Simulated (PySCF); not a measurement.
H6O2Si3Te.
Bonds: O1–Si2, Si2–O3, O3–Si4, Si4–Te5, Te5–Si6, O1–Si6. Hydrogens: H7, H8 on Si2; H9, H10 on Si4; H11, H12 on Si6.

A GFN2-xTB structure was refined with PBE0-D3(BJ)/def2-SVP geometry optimisation, gas phase, def2 core potentials past Kr (PySCF 2.14.0). Its GFN2-xTB values:

```tsv
coordinate	GFN2-xTB
O1–Si2	1.632 Å
O1–Si6	1.631 Å
Si2–H7	1.446 Å
O3–Si4	1.610 Å
Si4–Te5	2.467 Å
Si4–H9	1.471 Å
O1–Si2–O3	109.7°
Si2–O1–Si6	143.0°
Si2–O3–Si4	143.4°
O3–Si4–Te5	114.4°
Si4–Te5–Si6	95.6°
O1–Si2–O3–Si4	-1°
Si2–O1–Si6–Te5	-5°
O3–Si4–Te5–Si6	-6°
Si4–Te5–Si6–O1	6°
```

**Question.** How do these coordinates change at the PBE0-D3(BJ)/def2-SVP level?

**Answer.** 
| coordinate | PBE0-D3(BJ)/def2-SVP (Å or °) | change |
| --- | --- | --- |
| O3–Si4 | 1.661 | +0.051 |
| Si4–Te5 | 2.512 | +0.045 |
| Si2–H7 | 1.485 | +0.039 |
| O1–Si6 | 1.661 | +0.030 |
| O1–Si2 | 1.661 | +0.029 |
| Si4–H9 | 1.488 | +0.017 |
| Si4–Te5–Si6 | 87.8 | -7.8 |
| O3–Si4–Te5 | 109.5 | -4.9 |
| Si2–O3–Si4 | 138.6 | -4.8 |
| Si2–O1–Si6 | 138.2 | -4.8 |
| O1–Si2–O3 | 108.8 | -0.9 |
| Si4–Te5–Si6–O1 | 47 | +41 |
| O3–Si4–Te5–Si6 | -46 | -40 |
| Si2–O1–Si6–Te5 | -24 | -19 |
| O1–Si2–O3–Si4 | 17 | +18 |

The energy falls by 42.3 kJ/mol over 13 energy and gradient evaluations, the largest force component goes from 0.0191 to 2.7e-04 Eh/bohr, and the atoms move by 0.589 Å rms after alignment. The bond that changes most is O3–Si4 (siloxane oxygen to oxygen-bound silicon), which lengthens by 0.051 Å. Bonds longer at the end by more than 0.005 Å: 12 of 12; shorter: 0. Among the dihedrals that turn most is Si4–Te5–Si6–H12, from 121° to 167°. Rotational constants go from 1782, 836.5, 581.6 to 1714, 835.4, 618.9 MHz.

The run used 138 basis functions and 92 SCF cycles in all. Time: 4.2 min; peak memory 0.56 GiB. Hardware: one thread, Arm Neoverse N1 (aarch64), no GPU, shared host with 64 logical CPUs at a one-minute load of 61.

Whether it is a minimum is left open (no frequencies). One conformer, not necessarily the lowest.
